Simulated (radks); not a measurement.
Values are calculated unless marked as measured or tabulated.
Isoelectronic series with 22 electrons, each ion in its NIST ground configuration. Code: a radial shooting solver on a logarithmic mesh with Libxc functionals. Model: scalar-relativistic Kohn-Sham, PBE, spin-polarised, spherical densities, finite nucleus; open shells are filled with parallel spins first; Fermi nuclear charge, rms radius of each element as measured or else 0.836 A^(1/3) + 0.57 fm. Total energies (hartree) and orbital eigenvalues (eV) (* marks an orbital that is empty in some or all of the ions):

[
 {"ion": "Ti", "configuration": "[Ar] 3d2 4s2", "E (hartree)": "-853.59003", "3d down*": "-3.3363", "3d up": "-4.8193", "3p down": "-37.7548"},
 {"ion": "V+", "configuration": "[Ar] 3d4", "E (hartree)": "-948.84990", "3d down*": "-6.7436", "3d up": "-9.8620", "3p down": "-44.7216"},
 {"ion": "Cr2+", "configuration": "[Ar] 3d4", "E (hartree)": "-1049.81936", "3d down*": "-20.3670", "3d up": "-24.1571", "3p down": "-63.7541"},
 {"ion": "Mn3+", "configuration": "[Ar] 3d4", "E (hartree)": "-1156.37606", "3d down*": "-38.4239", "3d up": "-42.8449", "3p down": "-87.3347"},
 {"ion": "Fe4+", "configuration": "[Ar] 3d4", "E (hartree)": "-1268.50428", "3d down*": "-60.2952", "3d up": "-65.3206", "3p down": "-114.7420"},
 {"ion": "Co5+", "configuration": "[Ar] 3d4", "E (hartree)": "-1386.20319", "3d down*": "-85.6930", "3d up": "-91.3042", "3p down": "-145.6690"},
 {"ion": "Ni6+", "configuration": "[Ar] 3d4", "E (hartree)": "-1509.47949", "3d down*": "-114.4642", "3d up": "-120.6480", "3p down": "-179.9643"},
 {"ion": "Cu7+", "configuration": "[Ar] 3d4", "E (hartree)": "-1638.34334", "3d down*": "-146.5179", "3d up": "-153.2641", "3p down": "-217.5438"},
 {"ion": "Zn8+", "configuration": "[Ar] 3d4", "E (hartree)": "-1772.80886", "3d down*": "-181.7953", "3d up": "-189.0961", "3p down": "-258.3568"},
 {"ion": "Ga9+", "configuration": "[Ar] 3d4", "E (hartree)": "-1912.89140", "3d down*": "-220.2562", "3d up": "-228.1053", "3p down": "-302.3714"},
 {"ion": "Ge10+", "configuration": "[Ar] 3d4", "E (hartree)": "-2058.60839", "3d down*": "-261.8717", "3d up": "-270.2641", "3p down": "-349.5666"}
]
